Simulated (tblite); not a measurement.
Compound: C₇H₁₄PSi (charge +1).
Numbering: `[CH3:1][CH2:2][C:3]1=[CH:4][C:5]([SiH3:6])=[CH:7][P@H+:8]1[CH3:9]` (hydrogens: H10, H11, H12 on C1; H13, H14 on C2; H15 on C4; H16, H17, H18 on Si6; H19 on C7; H20 on P8; H21, H22, H23 on C9)

Structure used (GFN2-xTB), in Å, numbered top down from 1:
```
atom  x, y, z in Å
C1    -2.609   -1.069    1.010
C2    -1.706   -1.382   -0.179
C3    -0.417   -0.642   -0.091
C4     0.834   -1.046   -0.380
C5     1.908   -0.072   -0.183
Si6    3.729   -0.525   -0.553
C7     1.480    1.122    0.273
P8    -0.296    1.071    0.475
C9    -1.226    2.275   -0.500
H10   -2.811    0.003    1.068
H11   -2.144   -1.389    1.939
H12   -3.559   -1.586    0.910
H13   -1.505   -2.454   -0.231
H14   -2.217   -1.102   -1.106
H15    1.064   -2.035   -0.742
H16    3.983   -1.715    0.255
H17    3.753   -0.795   -1.988
H18    4.521    0.634   -0.159
H19    2.091    1.978    0.493
H20   -0.656    1.201    1.799
H21   -0.981    3.282   -0.158
H22   -2.297    2.102   -0.392
H23   -0.943    2.170   -1.549
```

Computed values, GFN2-xTB/tblite, gas phase, harmonic and unscaled. This tight-binding method is rough: wavenumbers can miss measured ones by several per cent, in bad cases by 10 to 20. Modes of hydrogen on phosphorus and silicon can be 10 to 20 % off. One conformer, not necessarily the lowest.

Harmonic wavenumbers (cm⁻¹): 56.5, 62.2, 94.6, 122.1, 134.8, 148.9, 156.0, 190.3, 239.6, 278.4, 340.6, 378.9, 425.7, 443.6, 521.6, 537.8, 592.1, 634.9, 699.8, 711.6, 741.3, 743.3, 746.1, 763.5, 768.5, 810.1, 821.3, 836.7, 872.6, 895.6, 931.2, 983.8, 1050.4, 1062.5, 1083.5, 1127.1, 1192.4, 1215.9, 1245.9, 1303.5, 1307.0, 1382.6, 1387.1, 1408.6, 1452.5, 1478.7, 1490.0, 1515.0, 1596.3, 2300.7, 2308.1, 2330.4, 2402.2, 2944.4, 2979.2, 2985.6, 2990.9, 2995.3, 3002.8, 3039.5, 3062.4, 3112.0, 3121.7.

A = 1982, B = 698.2, C = 558.3 MHz; mass 157.060 u (most abundant isotopes); point group C1, symmetry number 1.

Question: Zero-point energy?

Answer: Half the sum of the wavenumbers: 39279 cm⁻¹ = 112.31 kcal/mol.

Question: Entropy at 400 K, 1 bar (ideal gas, RRHO, classical rotation)?

Answer: Translation 42.55, rotation 31.29, vibration 52.63: S = 126.5 cal/(mol K).

Question: And Cp and H(400 K) − H(0)?

Answer: Cp = 61.39 cal/(mol K), of which vibrations give 53.44 (their classical limit is 63 R = 125.2); H(400 K) − H(0) = 14.18 kcal/mol without the zero-point energy, 11.00 from vibrations.

Question: Which modes carry the vibrational entropy at 400 K?

Answer: 56.5 cm⁻¹: 5.16; 62.2 cm⁻¹: 4.97; 94.6 cm⁻¹: 4.14; 122.1 cm⁻¹: 3.64; 134.8 cm⁻¹: 3.45; 148.9 cm⁻¹: 3.25 cal/(mol K); the other 57 give 28.03 together.

Question: How do the functions run with temperature in this model?

Answer: 
```csv
T (K),S (cal/(mol K)),Cp (cal/(mol K)),H − H(0) (kcal/mol),G − H(0) (kcal/mol),ln q(vib)
150,84.3,29.1,2.78,-9.87,3.88
250,102.3,42.5,6.35,-19.22,7.41
298.15,110.3,48.9,8.55,-24.34,9.10
600,155.1,79.8,28.42,-64.63,19.43
900,191.0,97.3,55.19,-116.73,28.87
```

q(vib) and H(0) count from the zero-point level.

Question: Blend soft modes into free rotors: weight 1/[1 + (100 cm⁻¹/ν̃)⁴] for the oscillator and the rest for a rotor with moment μB/(μ + B), μ = h/(8π²ν), B = 10⁻⁴⁴ kg m². What vibrational entropy results?

Answer: 49.11 cal/(mol K) in place of 52.63, which changes −T·S at 400 K by +1.41 kcal/mol.

Hindered rotation and anharmonicity are outside this model. Other conformers, if any are populated, would add a mixing term that is left out. The structure is chiral; the term R ln 2 for an equal mix with its mirror image is left out.
